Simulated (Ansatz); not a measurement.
The cluster Rb2F2⁺. Total charge 1; doublet. Geometry PBE0-D4/def2-TZVP, basis def2-TZVP, Ansatz.

```xyz
4

Rb   -2.420    0.312   -0.455
Rb    2.420   -0.314    0.454
F    -0.216   -0.591    0.746
F     0.217    0.592   -0.745
```

```json
{"run": "A", "HOMO (eV)": "-12.36", "LUMO (eV)": "-7.70"}
{"run": "B", "HOMO (eV)": "-12.78", "LUMO (eV)": "-7.32"}
{"run": "C", "HOMO (eV)": "-13.74", "LUMO (eV)": "-5.78"}
{"run": "D", "HOMO (eV)": "-15.38", "LUMO (eV)": "-5.11"}
{"run": "E", "HOMO (eV)": "-11.28", "LUMO (eV)": "-8.33"}
{"run": "F", "HOMO (eV)": "-11.11", "LUMO (eV)": "-8.43"}
```

In the def2 sets Rb takes a core potential; there is no spin–orbit coupling. HSE06 is defined as in plane-wave codes, on full-range PBE exchange. In the doublet, F3 and F4 lie 1.95 Å apart (atoms count from 1), so these atoms are partly bonded to each other. The structure comes from a short search, and lower isomers may exist.

HOMO and LUMO are taken over both spins.

The runs used B97M-V, BHLYP, HSE06, PBE0, r2SCAN, ωB97X-V. Estimate which is which.

A HSE06 (range-separated); B PBE0 (25 % exact exchange); C BHLYP (50 % exact exchange); D ωB97X-V (range-separated); E B97M-V (0 % exact exchange); F r2SCAN (0 % exact exchange). Exact exchange lowers occupied and raises empty levels; among semilocal functionals meta-GGAs tend to open the gap a little, and such runs are hard to tell apart. The gap grows from 2.68 eV (r2SCAN) to 10.27 eV (ωB97X-V).
